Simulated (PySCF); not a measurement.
Electron correlation in Al²⁺ (aluminium, charge +2)

[Ne] 3d1, 2D determinant (an excited configuration). Computed with PySCF 2.14 in x2c-TZVPPall with one added diffuse shell each of s, p, d type (6s6p4d1f, 51 functions), with scalar relativity by spin-free X2C-1e. Frozen: 1s2; 9 electrons correlated.

```
  level  correlation energy (mhartree)
   CCSD                        -141.80
    (T)                          -1.00
CCSD(T)                        -142.80
```

Diagnostics: T1 = 0.0035, D1 = 0.0087, largest double amplitude 0.012.

The outer electron is Rydberg-like, and this basis confines it to a smaller radius and binds it less than a complete one would.

Cost of the coupled-cluster step: about 1.9 core-seconds, for 9 correlated electrons.

This basis was not built for core-valence correlation, so the inner-shell part is incomplete.
